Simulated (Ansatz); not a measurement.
```yaml
crystal:
  periodic: [false, false, false]
  atoms:
    - {symbol: C, position_ang: [-1.258682, -0.622070, -0.457937]}
    - {symbol: Ge, position_ang: [0.276379, 0.273156, 0.178921]}
    - {symbol: O, position_ang: [0.867785, -0.590293, 1.618671]}
    - {symbol: O, position_ang: [1.625717, 0.305710, -0.976470]}
    - {symbol: F, position_ang: [-0.025488, 1.913924, 0.615248]}
    - {symbol: H, position_ang: [-2.024071, -0.746048, 0.388448]}
    - {symbol: H, position_ang: [-1.066402, -1.570179, -0.860182]}
    - {symbol: H, position_ang: [-1.794638, 0.012307, -1.187180]}
    - {symbol: H, position_ang: [1.819042, -0.403969, 1.831485]}
    - {symbol: H, position_ang: [1.734940, 1.320442, -1.224322]}
basis:
  gaussian: {orbitals: cc-pVTZ-DK, point_charges: [{charge: -1.00, position_ang: [6.464, 0.351, 0.359]}]}
hamiltonian: {xc: {name: PBE-QIDH}}
```

```sh
$ ansatz run in.yaml --threads 4 --pin off --events-out ev --progress --plain --max-ram 10444MiB
```

It prints (some lines left out):

```
Functional definition: PBE-QIDH
1390 factors; integrals over basis functions are off by at most 8.7e-4 eV
mean field evaluation 1: about -65007.6923 eV, gradient 6.3e1 eV
mean field evaluation 2: about -65007.7906 eV, gradient 6.4e1 eV
mean field evaluation 4: about -65014.3560 eV, gradient 4.6e0 eV
mean field evaluation 8: about -65014.4080 eV, gradient 4.3e-1 eV
mean field evaluation 16: about -65014.4083 eV, gradient 2.3e-4 eV
mean field -65014.40830179 eV, -2389.2354367419 hartree, gradient 4.5e-6 eV, S^2 0.000000; 0 other end points of the search recorded, 0 dependent functions left out
13 core orbitals not correlated: weight in the atoms' cores, before any rotation towards them, 1.000 or more for the frozen orbitals, at most 0.000 for the correlated occupied ones
reference -65014.40831345 eV, -2389.2354371706 hartree; 21, 21 occupied and 199, 199 virtual orbitals, 1390 factors
second order -34.28143977 eV of doubles, -0.00000000 eV of singles
Total energy: -65025.83546004 eV, -2389.6553770622 hartree
Relativity: scalar
```

It took 3 s on 4 threads of an Intel Xeon 6975P-C on a shared host, with 0.6 GiB of host memory at the peak.
